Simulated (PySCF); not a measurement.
UHF on B²⁺ (boron, charge +2)

Configuration: [He] 2p1, 2P determinant (an excited configuration). Computed with PySCF 2.14 in dyall-acv3z (15s9p4d2f, 76 functions), with the spin-free X2C one-electron Hamiltonian (Gaussian nucleus).

- Total energy: -23.160163 hartree
- One-electron energy: -27.6042 hartree
- Hartree (Coulomb) energy: 7.6763 hartree
- Exchange energy: -3.2323 hartree
- ⟨S²⟩: 0.7500
- ⟨L²⟩: 2.000
- Sum of ⟨r⟩: 2.236 bohr
- Sum of ⟨r²⟩: 3.324 bohr²
- Traceless quadrupole moment −½Σ⟨3z² − r²⟩ along its main axis: -1.21 e·bohr²
- Langevin diamagnetic susceptibility: -2.63 ×10⁻⁶ cm³/mol

| shell | electrons | mean orbital energy (eV) | rms radius, mean of both spins (bohr) |
| --- | --- | --- | --- |
| 1s α | 1 | -239.06 | 0.379 |
| 1s β | 1 | -238.44 | 0.379 |
| 2p α | 1 | -31.789 | 1.74 |

Spin-orbit constants ζ (cm⁻¹) from the X2C one-electron operator on these orbitals: bare nucleus, nucleus screened by l(l+1)(2l+1)/3 electrons, and screened by the Breit-Pauli mean field of the electrons.

| shell | bare | screened nucleus | mean field |
| --- | --- | --- | --- |
| 2p | 43.99 | 26.39 | 20.79 |

To first order the Landé constant is A = 20.79 cm⁻¹, so the lowest level has J = 1/2 and lies 0.00258 eV below the centre of the term.
